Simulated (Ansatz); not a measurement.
One change: `FC(Br)I` becomes `FC(I)[SiH2]Cl`.

Ansatz, PBE0-D4/def2-TZVP geometries, multiplicity 1. Each molecule was computed in one conformer, which needn't be the lowest.

Elements past krypton have def2 core potentials. Scalar relativity is left out up to krypton.

```csv
property,`FC(Br)I`
HOMO energy (PBE0/def2-TZVPP) / eV,-7.79
size of the dipole moment (PBE/def2-TZVPP) / D,0.99
LUMO energy (PBE/def2-TZVPP) / eV,-2.73
LUMO energy (ωB97M-V/def2-TZVPP) / eV,0.15
HOMO–LUMO gap (ωB97M-V/def2-TZVPP) / eV,10.09
HOMO–LUMO gap (PBE0/def2-TZVPP) / eV,5.93
```

(1) What does the change do to each property? (Estimate.)

Results:

(1) Computed: 
| property | `FC(I)[SiH2]Cl` | shift |
| --- | --- | --- |
| HOMO energy (PBE0/def2-TZVPP) / eV | -7.60 | 0.19 |
| size of the dipole moment (PBE/def2-TZVPP) / D | 0.82 | -0.17 |
| LUMO energy (PBE/def2-TZVPP) / eV | -2.29 | 0.44 |
| LUMO energy (ωB97M-V/def2-TZVPP) / eV | 0.55 | 0.40 |
| HOMO–LUMO gap (ωB97M-V/def2-TZVPP) / eV | 10.31 | 0.22 |
| HOMO–LUMO gap (PBE0/def2-TZVPP) / eV | 6.20 | 0.27 |

With PBE0 the HOMO rises by 0.19 eV and the LUMO rises by 0.45 eV, so the gap widens by about 0.26 eV. PBE moves the HOMO by 0.17 eV and ωB97M-V by 0.18 eV. The zero-point energy changes by 48.7 kJ/mol with +9 modes. Dipoles are sizes alone; their direction can turn.

Spin–orbit coupling is left out; it splits and shifts lone-pair levels of the heavy atoms by tenths of an eV.
